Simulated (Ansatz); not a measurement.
Species: AlH, charge 0, singlet. AlH (SMILES [AlH]).
B3LYP-D3(BJ)/def2-TZVP minimum from Ansatz (a program for electronic structure):
```xyz
2

Al     0.0000     0.0000    -0.1187
H      0.0000     0.0000     1.5432
```
Charge 0, spin multiplicity 1.

Total energies in cc-pV(Q+d)Z, 4 correlated electrons, 5 frozen orbitals. UHF or UKS for unpaired electrons; spin-orbit terms are left out. Correlated methods leave the cores frozen. No relativity. The restricted determinant of HAl ([AlH], singlet) is unstable towards broken spin symmetry in at least one set run.

```csv
method,program,energy (Eh),error against FCI (mEh)
HF,Ansatz,-242.46405,86.76
MP2,Ansatz,-242.52994,20.87
CCSD,Ansatz,-242.54880,2.01
CCSD(T),Ansatz,-242.55038,0.43
CCSDT(Q),Ansatz,-242.55080,0.01
CCSDTQ,Ansatz,-242.55081,0.00
FCI,Ansatz,-242.55081,0.00
```

Rough core times of Ansatz's runs on a shared machine: CCSD(T) under 20 s, CCSDT(Q) under 20 s, CCSDTQ 2 min, FCI 20 s.
